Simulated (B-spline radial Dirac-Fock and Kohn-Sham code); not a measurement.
A summary of the ionisation energies of gadolinium (Z = 64) against charge, from multi-electron Dirac-Fock with separately optimised hole states, Breit and Lamb-shift corrections added in first order and from the NIST table. The largest relative steps of the computed values, from charge +5 on, come at Gd¹⁸⁺ (46 electrons left, 382.0 to 567.9 eV); Gd³⁶⁺ (28 electrons left, 1530.7 to 2634.0 eV); Gd⁵⁴⁺ (10 electrons left, 5025.1 to 11511.5 eV); Gd⁶²⁺ (2 electrons left, 14224.2 to 57780.4 eV). The median of |NIST − computed| / NIST over the 64 ions is 1.17 %.

```
charge  computed (eV)  NIST (eV)
     0           5.20     6.1498
     4          73.25       64.8
     8          132.9        144
    12          248.9        246
    16          346.2        352
    20          644.1        639
    24          804.5        810
    28         1114.1       1100
    32         1292.7       1321
    36         2634.0       2621
    40         3064.2       3050
    44         3519.3       3546
    48         4248.1       4191
    52         4914.0       4914
    56        12101.8      11861
    60        13943.1      13943
```
